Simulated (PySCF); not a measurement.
# Relaxation of singlet CrO₂(OH)₂

Method: B3LYP in PySCF with Cr def2-SVP, O def2-SVP, H def2-SVP; no relativity; density-fitted integrals. A (50,194) grid was used.

A hand-made see-saw (ligand arrangement 2) (heavy-atom frame) start, with no symmetry imposed:

```xyz
7
charge 0 multiplicity 1, angstrom
Cr    0.0411    0.0377   -0.3513
O     0.0411    1.7113   -0.2049
O     1.3650    0.0377    0.6830
O     0.0411   -1.8053   -0.1901
O    -1.4167    0.0377    0.7877
H    -0.6943   -2.4200   -0.1363
H    -1.9030    0.7731    1.1676
```

Optimiser trace:
```
step  E − E(last) (kJ/mol)  largest gradient (Eh/bohr)
   0                441.16                     0.17472
   2                184.18                     0.06435
   4                 62.02                     0.01972
   6                 39.36                     0.05730
   8                 26.25                     0.02690
  10                 19.85                     0.01222
  12                 14.90                     0.01549
  14                  8.69                     0.00945
  16                  4.96                     0.00911
  18                  1.52                     0.00615
  20                  0.79                     0.00498
  22                  0.30                     0.00189
  24                  0.11                     0.00149
  26                  0.02                     0.00068
  28                  0.00                     0.00019
```

It ends at Cs with Cr–O 1.546 Å, Cr–O 1.549 Å, Cr–O 1.743 Å (×2), O–H 0.971 Å (×2); Cr–O–H 115.9° (×2), O–Cr–O 108.3° (×2), O–Cr–O 109.4° (×2), O–Cr–O 110.2°, O–Cr–O 111.3° (after a last refinement on a finer grid). A frequency run shows a minimum. Other isomers or separated fragments may lie lower.

Final geometry:
Z-matrix (Å, degrees; charge 0 multiplicity 1):
```
Cr
O  1 1.5493
O  1 1.5459 2 111.27
O  1 1.7426 2 109.37 3 -119.64
O  1 1.7426 2 109.37 3 119.64
H  4 0.9708 1 115.95 2 -23.74
H  5 0.9708 1 115.95 2 23.74
```

The relaxation took roughly 4 core-minutes on a shared host.
